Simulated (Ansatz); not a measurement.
Be13O13, a nanocrystal cut from zinc blende BeO (bare), relaxed as a singlet with RKS PBE-D4/def2-SVP in Ansatz, starting from the GFN1-xTB geometry. Force threshold 0.03 eV/Å.

Start:

Cartesian coordinates in Å:
```
O 1.538 -1.343 0.278
O -0.722 -2.415 1.306
O 1.124 -1.204 2.917
O 0.953 1.054 1.493
O -1.307 -0.020 2.519
O -0.340 -2.511 -1.279
O 1.908 -1.401 -2.371
O 1.355 0.953 -1.226
O -0.522 -0.218 -2.781
O -1.443 -0.249 -0.204
O -1.482 2.162 1.089
O -1.079 2.061 -1.626
O 0.768 3.261 -0.008
Be 0.913 -1.869 1.632
Be 1.327 -1.974 -1.156
Be -0.644 -3.051 0.018
Be 1.435 0.248 0.203
Be -1.256 -0.937 1.243
Be 0.444 0.053 2.606
Be 0.256 2.407 1.064
Be -1.714 1.330 2.238
Be -0.852 -1.039 -1.482
Be 1.179 -0.132 -2.362
Be 0.579 2.326 -1.117
Be -0.978 1.145 -2.730
Be -1.440 1.363 -0.264
```

```tsv
step	energy (eV)	largest force component (eV/Å)	SCF passes
1	-31811.2530	1.104	24
2	-31811.6293	0.487	21
3	-31811.6541	0.416	26
4	-31811.8096	0.137	20
5	-31811.8190	0.042	21
6	-31811.8194	0.029	22
```

Force components are those of the run's own axes.

End:

Cartesian coordinates in Å:
```
O 1.4683 -1.3775 0.2688
O -0.7121 -2.4374 1.3859
O 1.1718 -1.2259 2.9835
O 0.8743 1.0531 1.5008
O -1.2916 -0.0664 2.5876
O -0.3068 -2.5393 -1.3512
O 1.9720 -1.4276 -2.4191
O 1.2830 0.9501 -1.2559
O -0.4878 -0.2689 -2.8385
O -1.5115 -0.2609 -0.2140
O -1.4760 2.2443 1.0735
O -1.0775 2.1439 -1.6156
O 0.8078 3.3356 -0.0047
Be 0.9348 -1.8922 1.6879
Be 1.3629 -2.0001 -1.2025
Be -0.6390 -2.9096 0.0139
Be 1.4320 0.2471 0.2031
Be -1.3200 -0.9662 1.2698
Be 0.4651 0.0295 2.6620
Be 0.2704 2.4699 1.0632
Be -1.6586 1.2622 2.1284
Be -0.9061 -1.0701 -1.5233
Be 1.2164 -0.1596 -2.4080
Be 0.5936 2.3885 -1.1165
Be -0.9575 1.0857 -2.6037
Be -1.5079 1.3919 -0.2754
```

By distances, no bond broke or formed. The bond that changes most is O10–Be18, from 1.61 to 1.65 Å (atoms count from 1).

No frequencies were taken in this run, so the end may be a saddle point.

Hardware: 2 threads of AMD EPYC 7R13 on a shared host and a share (18 GiB) of an NVIDIA H100 80GB HBM3. Wall time 16 s.
